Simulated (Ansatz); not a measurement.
`C#[C][Zr]([OH])([F])[Cl]` and `[OH][Zr]([F])([SH])[Cl]` differ in one atom or group.

Ansatz, PBE0-D4/def2-TZVP geometries, multiplicity 1. Each molecule was computed in one conformer, which needn't be the lowest.

Elements past krypton have def2 core potentials.

| property | `C#[C][Zr]([OH])([F])[Cl]` |
| --- | --- |
| size of the dipole moment (PBE/def2-TZVPP) / D | 2.54 |
| HOMO–LUMO gap (PBE/def2-TZVPP) / eV | 4.36 |
| HOMO energy (PBE0/def2-TZVPP) / eV | -8.36 |
| LUMO energy (B3LYP/def2-TZVPP) / eV | -2.21 |
| LUMO energy (PBE0/def2-TZVPP) / eV | -2.00 |
| HOMO energy (ωB97M-V/def2-TZVPP) / eV | -10.58 |

Q: What does the change do to each property? (Best estimate.)

A: Computed: 
```tsv
property	`[OH][Zr]([F])([SH])[Cl]`	shift
size of the dipole moment (PBE/def2-TZVPP) / D	2.23	-0.31
HOMO–LUMO gap (PBE/def2-TZVPP) / eV	4.23	-0.13
HOMO energy (PBE0/def2-TZVPP) / eV	-7.86	0.50
LUMO energy (B3LYP/def2-TZVPP) / eV	-1.78	0.43
LUMO energy (PBE0/def2-TZVPP) / eV	-1.57	0.43
HOMO energy (ωB97M-V/def2-TZVPP) / eV	-9.99	0.59
```

With PBE0 the HOMO rises by 0.50 eV and the LUMO rises by 0.43 eV, so the gap narrows by about 0.07 eV. PBE moves the HOMO by 0.51 eV and ωB97M-V by 0.59 eV. Dipoles are sizes alone; their direction can turn.

B3LYP here is the variant with VWN-RPA as its local correlation; programs differ in this.
